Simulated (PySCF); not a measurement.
Compound: C2H11O2PSi3.
Bonds: C1–O2, O2–C3, C3–O4 (double), C3–Si5, Si5–P6, P6–Si7, P6–Si8. Hydrogens: H9, H10, H11 on C1; H12, H13 on Si5; H14, H15, H16 on Si7; H17, H18, H19 on Si8.

A linear-response calculation (PySCF, def2-SVPD basis, gas phase, vertical, core orbitals frozen in the response) gave these numbers; the functional is withheld.

Orbital energies (eV): HOMO-3 -9.98, HOMO-2 -9.80, HOMO-1 -9.37, HOMO -8.52, LUMO 0.23, LUMO+1 0.66, LUMO+2 0.89.

```
state  E (eV)       f  main configurations (H = HOMO, L = LUMO)
   S1    5.19  0.0016                  H-1→L (72%), H-3→L (14%)
   S2    5.88  0.0049                                 H→L (88%)
   S3    6.02   0.024                               H→L+1 (82%)
   S4    6.32   0.043                               H→L+2 (83%)
   S5    6.63   0.016                  H→L+5 (68%), H→L+3 (14%)
   S6    6.69   0.041      H→L+3 (39%), H→L+4 (30%), H→L+5 (8%)
```

Triplets, Tamm–Dancoff:

```json
{"state": "T1", "E (eV)": "4.54", "λ (nm)": "273.4", "main configurations (H = HOMO, L = LUMO)": "H-1→L (73%), H-3→L (12%)"}
{"state": "T2", "E (eV)": "5.40", "λ (nm)": "229.7", "main configurations (H = HOMO, L = LUMO)": "H→L+1 (73%)"}
{"state": "T3", "E (eV)": "5.46", "λ (nm)": "227.1", "main configurations (H = HOMO, L = LUMO)": "H→L (46%), H→L+2 (16%), H→L+3 (13%)"}
{"state": "T4", "E (eV)": "5.70", "λ (nm)": "217.6", "main configurations (H = HOMO, L = LUMO)": "H-4→L (69%)"}
```

Vertical ionisation energy by ΔSCF with the same functional: 9.05 eV. Mean static polarisability: 144.3 au.

Question: Name the functional.
A. PBE
B. PBE0
C. CAM-B3LYP
D. HF

Answer: C. CAM-B3LYP is range-separated, 19% exact exchange at short range and 65% at long range (ω = 0.33 bohr⁻¹). In this run −ε(HOMO) = 8.52 eV differs from the ΔSCF value by -0.53 eV, and S1 differs from the orbital gap of 8.75 eV by -3.57 eV. The ratio −ε(HOMO)/IP is 0.94. Small neutral molecules mostly give 0.85 to 0.93 with CAM-B3LYP, 0.5 to 0.7 with PBE, 0.7 to 0.83 with PBE0; with Hartree–Fock the ratio is 1 or more (Koopmans' value less the relaxation energy is the ΔSCF value).

Method used: PySCF 2.14.0, density-fitted response routines, TDDFT CAM-B3LYP/def2-SVPD, vertical, gas phase, core orbitals frozen in the response. Isolated species at its PBE0-D3(BJ)/def2-SVP geometry (one conformer only).

Shape of the structure used: `[CH3:1][O:2][C:3](=[O:4])[SiH2:5][P:6]([SiH3:7])[SiH3:8]`: C1–O2–C3–O4 0°, O2–C3–Si5–P6 -152°, C3–Si5–P6–Si7 -152°.
